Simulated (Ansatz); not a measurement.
Z-matrix (Å, degrees):
```
In
O 1 1.974
Br 1 2.428 2 119.1
O 1 1.974 2 121.8 3 -180.0
H 2 0.961 1 112.8 3 -179.6
H 4 0.961 1 112.8 2 0.5
```

Total charge 0; spin multiplicity 1. In: def2 effective core potential.

(1) List the ωB97M-V/def2-TZVPP orbital energies in eV (Ansatz 0.2.0). (An estimate is asked.)

Answers

(1) Ansatz gave: Occupied: -13156.80, -1709.12, -1537.32, -1537.27, -1537.26, -526.08, -526.08, -241.96, -181.65, -181.46, -181.44, -132.16, -88.65, -88.40, -88.31, -75.02, -74.97, -74.95, -74.80, -74.80, -30.20, -30.12, -25.51, -25.02, -24.95, -24.89, -24.62, -23.62, -16.26, -15.80, -13.50, -12.10, -11.98, -11.58, -11.39, -10.92, -10.79. Lowest empty: -0.39, 0.49, 1.23, 1.70, 2.66, 3.82, 4.15, 4.68.
